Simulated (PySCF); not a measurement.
Correlation energy of Ni (nickel, neutral)

[Ar] 3d8 4s2, high-spin 3F determinant. Calculation: PySCF 2.14, in def2-TZVP (6s4p4d1f, 45 functions); no relativity, point nucleus. Frozen: [Ar]; 10 electrons correlated.

MP2 pair energies summed by pair of shells (mhartree):

```tsv
pair	energy	share (%)
3d-3d	-209.47	81.4
3d-4s	-26.67	10.4
4s-4s	-21.06	8.2
```

Total MP2 correlation energy: -257.20 mhartree.

Same-spin part -91.80 and opposite-spin part -165.40 mhartree; SCS-MP2 scales them by 1/3 and 6/5 to -229.08 mhartree.
